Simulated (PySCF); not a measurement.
PySCF input file for cyclopentene (C5H8), SMILES C1=CCCC1, PBE/pcSseg-1. Geometry optimised at B3LYP-D3(BJ)/def2-SVP. The values are those of a single conformer.

```python
import numpy as np
from pyscf import gto, scf, dft
from pyscf.prop.nmr import rks as nmr

mol = gto.M(
    atom='''
    C    -0.04990208    1.07414629   -0.66923192
    C    -0.04990208    1.07414634    0.66923183
    C     0.10943970   -0.31957847    1.23186710
    C    -0.14442732   -1.22308562    0.00000004
    C     0.10943969   -0.31957856   -1.23186706
    H    -0.11036620    1.96736875   -1.29644360
    H    -0.11036620    1.96736885    1.29644346
    H    -0.58084357   -0.53305993    2.06526470
    H     1.13078180   -0.45340303    1.63796244
    H    -1.19866721   -1.54354042    0.00000006
    H     0.47163561   -2.13457093    0.00000008
    H     1.13078181   -0.45340314   -1.63796241
    H    -0.58084356   -0.53306009   -2.06526467
    ''',
    basis='pcSseg-1',
    charge=0,
    spin=0,
    max_memory=1600,
    verbose=3,
)
mf = dft.RKS(mol, xc='pbe')
mf.grids.level = 3
mf.conv_tol = 1e-10
mf.max_cycle = 100
mf.kernel()
n = nmr.NMR(mf)
n.verbose = 2
n.max_cycle_cphf = 60
sigma = n.kernel()
print('atom   isotropic/ppm   span/ppm')
for i, s in enumerate(sigma):
    w = np.linalg.eigvalsh((s + s.T) / 2)
    print(f'{mol.atom_symbol(i):2s}{i + 1:3d} {w.mean():14.3f} {w[2] - w[0]:11.3f}')
```

It prints:

```
converged SCF energy = -195.030273195232
atom   isotropic/ppm   span/ppm
C   1         41.845     197.108
C   2         41.845     197.108
C   3        141.665      41.822
C   4        152.273      39.267
C   5        141.665      41.822
H   6         25.275       2.738
H   7         25.275       2.738
H   8         28.779       9.689
H   9         28.726       9.777
H  10         29.492      11.712
H  11         29.300       9.694
H  12         28.726       9.777
H  13         28.779       9.689
```

The run converged.
